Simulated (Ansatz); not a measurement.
The cluster Li₃Si, relaxed as a doublet with UKS PBE-D4/def2-TZVP in Ansatz, starting from the GFN1-xTB geometry. Force threshold 0.02 eV/Å.

The structure comes from a short search, and lower isomers may exist.

Start:

```xyz
4

Li   -1.2698    0.9801   -0.5258
Li   -0.3997   -0.0068    1.3425
Li    0.9585    0.5445   -0.8680
Si    0.7110   -1.5178    0.0512
```

| step | energy (eV) | largest force component (eV/Å) | SCF passes |
| --- | --- | --- | --- |
| 1 | -8482.7982 | 1.690 | 93 |
| 2 | -8483.4970 | 0.903 | 88 |
| 3 | -8483.9776 | 0.540 | 56 |
| 4 | -8484.2551 | 0.398 | 45 |
| 5 | -8484.3486 | 0.207 | 46 |
| 6 | -8484.3693 | 0.101 | 45 |
| 7 | -8484.3917 | 0.077 | 45 |
| 8 | -8484.4055 | 0.140 | 45 |
| 9 | -8484.4251 | 0.042 | 45 |
| 10 | -8484.4318 | 0.035 | 41 |
| 11 (rejected) | -8484.4243 | 0.115 | 43 |
| 12 | -8484.4343 | 0.008 | 41 |
| 13 | -8484.4344 | 0.025 | 40 |
| 14 | -8484.4348 | 0.006 | 40 |

Force components are those of the run's own axes.

End:

```xyz
4

Li   -1.320    0.787   -0.610
Li   -0.875   -0.684    2.121
Li    1.530    0.302   -1.816
Si    0.665   -0.405    0.305
```

Bonds lost: Li2–Li3 (atoms count from 1). Bonds formed: Li1–Si4 (atoms count from 1). Metal–metal contacts that move far: Li1–Li2 2.29 to 3.13 Å, Li1–Li3 2.30 to 3.13 Å. The end is the same structure that another start reached, the lowest one found.

The force fell under the threshold at step 12, but the optimiser went on. No frequencies were taken in this run, so the end may be a saddle point.

It took 77 s on 4 threads of Intel Xeon on a shared host.
